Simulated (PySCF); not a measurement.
C4H6ClF, SMILES C(/Cl)(CC)=C\F. Atoms are numbered in the order given.

```xyz
12

C     -2.2543    -0.2451     0.0324
C     -0.9225    -0.9186    -0.3025
C      0.2702    -0.0685    -0.0051
Cl     0.5343     0.3536     1.6704
C      1.1402     0.4079    -0.9057
F      1.0000     0.1296    -2.2092
H     -2.3004     0.0239     1.0985
H     -3.0950    -0.9205    -0.1867
H     -2.3895     0.6753    -0.5565
H     -0.8286    -1.8621     0.2652
H     -0.8789    -1.1810    -1.3717
H      2.0078     1.0321    -0.6765
```
Charge 0, spin multiplicity 1.

Geometry: r2SCAN-D4/def2-SVP. The structure was generated by enumeration; whether it is a known compound was not checked. Other conformers were not sampled.

Computed with PySCF with PBE/pcSseg-1.

GIAO shieldings, no solvent; atoms listed in one row are averaged. δ = σ(ref) − σ: ¹³C against TMS (σ = 182.0 ppm); ³⁵Cl against HCl (σ = 936.5 ppm); ¹⁹F against CFCl3 (σ = 133.6 ppm); ¹H against TMS (σ = 31.49 ppm), references at their B3LYP-D3(BJ)/def2-TZVP geometries, non-relativistic (without spin–orbit terms, shifts of atoms bonded to Cl or Br come out too high).

Computed chemical shifts:
| nucleus | atoms | count | δ (ppm) |
|---|---|---|---|
| ¹³C | C5 | 1 | 155.5 |
| ¹³C | C3 | 1 | 141.3 |
| ¹³C | C2 | 1 | 30.1 |
| ¹³C | C1 | 1 | 16.6 |
| ³⁵Cl | Cl4 | 1 | 177.7 |
| ¹⁹F | F6 | 1 | -140.7 |
| ¹H | H12 | 1 | 7.29 |
| ¹H | H11 | 1 | 3.25 |
| ¹H | H10 | 1 | 2.15 |
| ¹H | H7, H8, H9 | 3 | 1.42 |
